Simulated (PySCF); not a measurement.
# Spinor energies of Ir⁵⁰⁺ (iridium, charge +50)

Start: [Ar] 3d9; 3d3/2 filled at m_j = -1/2, +1/2, +3/2; 3d5/2 filled at m_j = -5/2, -3/2, -1/2, +1/2, +3/2, +5/2. Calculated with PySCF 2.14 in an even-tempered Gaussian basis (15 s from 13 bohr⁻², ratio 2.8; 13 p from 17 bohr⁻², ratio 2.8; 8 d from 17 bohr⁻², ratio 2.8; 3 f from 63 bohr⁻², ratio 3): generalised Hartree-Fock with the X2C-1e Hamiltonian and a Gaussian nucleus; one run each with spin-orbit coupling (SO) screened by Boettger's factors, then bare. This is a chosen level, not necessarily the ground level.

| spinor shell | electrons | ε, screened SO (eV) | ε, bare SO (eV) | weight of nominal j (bare SO) | rms radius, bare SO (bohr) |
| --- | --- | --- | --- | --- | --- |
| 1s1/2 | 2 | -79327.8 | -79326.6 | 1.000 | 0.0197 |
| 2s1/2 | 2 | -16276.6 | -16276.4 | 1.000 | 0.0794 |
| 2p1/2 | 2 | -15697.9 | -15736.2 | 1.000 | 0.0671 |
| 2p3/2 | 4 | -14060.2 | -14048.6 | 1.000 | 0.0750 |
| 3s1/2 | 2 | -5791.5 | -5791.5 | 1.000 | 0.199 |
| 3p1/2 | 2 | -5535.4 | -5544.3 | 1.000 | 0.190 |
| 3p3/2 | 4 | -5155.0 | -5152.2 | 1.000 | 0.205 |
| 3d3/2 | 3 | -4764.7 | -4772.7 | 0.999 | 0.177 |
| 3d5/2 | 6 | -4681.9 | -4677.2 | 1.000 | 0.181 |

| quantity | screened SO | bare SO |
| --- | --- | --- |
| E (hartree) | -15904.78611 | -15905.99423 |
| M_J | 3/2 | 3/2 |
| ⟨J²⟩ | 3.750 | 3.750 |
| ⟨L²⟩ | 6.072 | 6.077 |
| ⟨S²⟩ | 0.822 | 0.827 |

Each row is a mean over spinors that exchange with the open shell spreads, by up to 26.043 eV (3p1/2).

Breit and QED terms are absent; they matter most for the inner s and p1/2 levels.

Densities and radii are taken from the X2C orbitals without a picture-change correction, which distorts them close to the nucleus.
